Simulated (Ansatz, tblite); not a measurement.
LinHm (charge -1): vertical IE (eV) at several levels, gas phase, relaxed structures; Ansatz, xTB through tblite. Clusters are the lowest isomers that short searches found in that spin, judged at the geometry's level. Raw xTB energies of ions are shifted by several eV. The spins of the ions were chosen, not always searched. The structures are stationary points that may keep the symmetry of their start. Remarks come from the PBE and PBE0 runs and from stability tests at other levels; not every state was tested. A HOMO above zero means that the electron is unbound at that level and held by the basis, or that self-interaction error raises the level; the energy of removing that electron tells which.

| species | state | geometry | GFN1-xTB | PBE-D4/def2-TZVPD | r2SCAN-D4/def2-TZVPD | remarks |
| --- | --- | --- | --- | --- | --- | --- |
| Li2H4⁻ | doublet to singlet | r2SCAN-D4/def2-TZVPD | 6.49 | 2.19 | 2.21 | HOMO above zero at PBE or PBE0 |
| Li4H5⁻ | singlet to doublet | PBE0-D4/def2-TZVPD | 9.47 | 3.18 | 3.23 | – |
| Li3H6⁻ | singlet to doublet | PBE-D4/def2-TZVPD | 9.73 | 2.86 | 2.87 | – |
| Li5H10⁻ | singlet to doublet | PBE-D4/def2-TZVPD | 9.12 | 2.99 | 3.04 | – |

Problem. Estimate the column for PBE0-D4/def2-TZVPD.

Solution. Li2H4⁻ 2.15; Li4H5⁻ 3.55; Li3H6⁻ 3.13; Li5H10⁻ 3.34.

Over the 4 species that have every level, the mean is 8.70 at GFN1-xTB, 2.81 at PBE-D4/def2-TZVPD, 2.83 at r2SCAN-D4/def2-TZVPD, 3.04 at PBE0-D4/def2-TZVPD.
